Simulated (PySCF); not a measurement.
Ligands exchanged one at a time, In OH-SH. Gas-phase values, no solvent. One relaxed conformer stands for each flexible species; it need not be the lowest. Strings in code marks are SMILES.

The T1 excitation (TDA) from two functionals at the same geometries (CAM-B3LYP-D3(BJ)/def2-TZVP), both in PySCF: PBE-D3(BJ)/def2-TZVP and CAM-B3LYP-D3(BJ)/def2-TZVP. Excitations are Tamm–Dancoff values on a coarser integration grid. The basis has no diffuse functions, so Rydberg states are missing or too high.

```
species                                            PBE-D3(BJ)/def2-TZVP (eV)  CAM-B3LYP-D3(BJ)/def2-TZVP (eV)
-------------------------------------------------  -------------------------  -------------------------------
1 of 3 OH replaced by SH (`[OH][In]([SH])[OH]`)                         3.69                             4.43
2 of 3 OH replaced by SH (`[In]([SH])([OH])[SH]`)                       3.66                             4.39
3 of 3 OH replaced by SH                                                3.67                             4.45
```

Over these rows, drawn at random from the members with no instability flagged (it was tested for open shells, ions and some series alone), PBE minus CAM-B3LYP-D3(BJ): mean -0.75 eV, from -0.78 eV to -0.73 eV.
